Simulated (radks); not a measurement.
Ionisation of the terbium ion Tb+, [Xe] 4f9 6s1, to [Xe] 4f9 as the strength of local exchange is varied. Method: Dirac Kohn-Sham, Slater X-alpha exchange (alpha = 2/3 is LDA exchange), no correlation, spin-unpolarised, spherical densities, point nucleus; open shells fill j = l - 1/2 first; computed with a radial shooting solver on a logarithmic mesh with Libxc functionals.

alpha	E(Tb+) (hartree)	exchange (hartree)	IE (eV)	-e of the level emptied (eV)	<r> of it (bohr)
0.58	-11672.9843	-210.5635	10.443	7.698 (6s1/2)	3.869
0.667	-11704.6154	-242.8610	10.853	8.113 (6s1/2)	3.798
0.806	-11755.3445	-294.8370	11.541	8.819 (6s1/2)	3.686
0.885	-11784.2807	-324.5816	11.948	9.239 (6s1/2)	3.623
0.964	-11813.2923	-354.4737	12.365	9.672 (6s1/2)	3.563
0.976	-11817.7057	-359.0271	12.430	9.739 (6s1/2)	3.554

NIST Atomic Spectra Database: 11.51 eV (semi-empirical). The Delta-SCF value meets it near alpha = 0.80. Spin polarisation and multiplet splitting are left out, so open shells lie too high by an amount that depends on their filling.

Beside tabulated values, note that spin-unpolarised runs miss the spin-polarisation part of the exchange energy of open shells.
